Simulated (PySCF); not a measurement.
A database entry of computed molecular properties. Lists by class give the value and the number of equivalent atoms.

```json
{
 "formula": "C4H12O2Si",
 "smiles": "CCCO[SiH2]OC",
 "inchi": "InChI=1S/C4H12O2Si/c1-3-4-6-7-5-2/h3-4,7H2,1-2H3",
 "charge": 0,
 "multiplicity": 1,
 "geometry_level": "GFN2-xTB",
 "atoms_angstrom": [
  ["C", -2.913, 0.279, 0.29],
  ["C", -2.338, -0.741, -0.684],
  ["C", -0.877, -0.442, -1.01],
  ["O", -0.091, -0.616, 0.136],
  ["Si", 1.179, 0.183, 0.705],
  ["O", 2.422, -0.042, -0.317],
  ["C", 3.75, 0.344, -0.153],
  ["H", -2.884, 1.278, -0.141],
  ["H", -2.329, 0.283, 1.206],
  ["H", -3.945, 0.038, 0.532],
  ["H", -2.911, -0.74, -1.614],
  ["H", -2.396, -1.738, -0.245],
  ["H", -0.515, -1.128, -1.785],
  ["H", -0.784, 0.582, -1.387],
  ["H", 0.94, 1.627, 0.835],
  ["H", 1.356, -0.488, 1.985],
  ["H", 4.214, -0.213, 0.666],
  ["H", 3.828, 1.412, 0.07],
  ["H", 4.283, 0.131, -1.08]
 ],
 "electronic_structure_code": "PySCF",
 "results": {
  "GFN2-xTB geometry": {
   "point_group": "C1",
   "rotational_constants_GHz": [6.838, 0.86, 0.808]
  },
  "wB97X-D/def2-SVPD ground state and vertical TDDFT (core frozen in the response)": {
   "dipole_D": 1.09,
   "homo_eV": -9.93,
   "lumo_eV": 2.2,
   "S1_eV": 7.53,
   "strongest_line_of_8_singlets_eV": 8.46,
   "T1_tda_eV": 7.33,
   "polarisability_au": 81.6,
   "r2_bohr2_about_centre_of_nuclear_charge": 1486.7,
   "singlets_eV_and_f": [
    [7.53, 0.003],
    [7.85, 0.026],
    [8.15, 0.002],
    [8.36, 0.04],
    [8.46, 0.041],
    [8.58, 0.024],
    [8.64, 0.017],
    [8.82, 0.033]
   ],
   "triplets_tda_eV": [7.33, 7.63, 7.97]
  },
  "PBE0/pcSseg-1 ground state and GIAO shieldings, non-relativistic": {
   "shift_vs_computed_TMS_C_by_class_ppm": [
    [69.1, 1],
    [50.3, 1],
    [29.9, 1],
    [13.1, 1]
   ],
   "shift_vs_computed_TMS_H_by_class_ppm": [
    [4.73, 2],
    [3.96, 2],
    [3.82, 3],
    [1.51, 2],
    [1.05, 3]
   ],
   "shielding_other_nuclei_by_class_ppm": [
    ["O", 283.0, 1],
    ["O", 317.8, 1],
    ["Si", 384.4, 1]
   ],
   "charges_hirshfeld_e_by_atom": [-0.12, -0.07, 0.02, -0.21, 0.43, -0.23, -0.03, 0.04, 0.04, 0.04, 0.04, 0.04, 0.04, 0.04, -0.09, -0.09, 0.04, 0.04, 0.05]
  }
 }
}
```

The vertical singlet–triplet gap S1 − T1 is 0.20 eV (TDDFT singlet less Tamm–Dancoff triplet; S1: HOMO→LUMO, weight 0.67; T1: HOMO→LUMO, weight 0.54). The 8 singlets span 7.53 to 8.82 eV, and their oscillator strengths add up to 0.19. The rotational constants make it an asymmetric top with κ = (2B − A − C)/(A − C) = -0.98, nearer the prolate limit (−1).

Geometry: GFN2-xTB, one conformer, isolated molecule. NMR classes are plain means over equivalent atoms (diastereotopic ones count apart unless rotation or inversion swaps them), as if these changed places fast; in this geometry the members of some classes differ.

Conformer computed: `[CH3:1][CH2:2][CH2:3][O:4][SiH2:5][O:6][CH3:7]`: C1–C2–C3–O4 66°, C2–C3–O4–Si5 -142°, C3–O4–Si5–O6 -67°, O4–Si5–O6–C7 -173°.
